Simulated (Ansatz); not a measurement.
Q: Name a neutral molecule of B, C, F and H with HOMO–LUMO gap (ωB97M-V/def2-TZVPP) between 10.05 and 10.35 eV and HOMO energy (ωB97M-V/def2-TZVPP) between -9.80 and -9.50 eV (Ansatz, PBE0-D4/def2-TZVP geometry).

A: `C/C=C1\CB1F` (10.13 eV, -9.66 eV); `BCC#CF` (10.07 eV, -9.74 eV); `C[C@H]1B[C@@H]1F` (10.06 eV, -9.78 eV); `C[C@@H](F)[C@@H]1BC1` (10.20 eV, -9.78 eV); `FB1CB1F` (10.07 eV, -9.55 eV). Other molecules can fit too; these were computed, each in one conformer that needn't be the lowest.
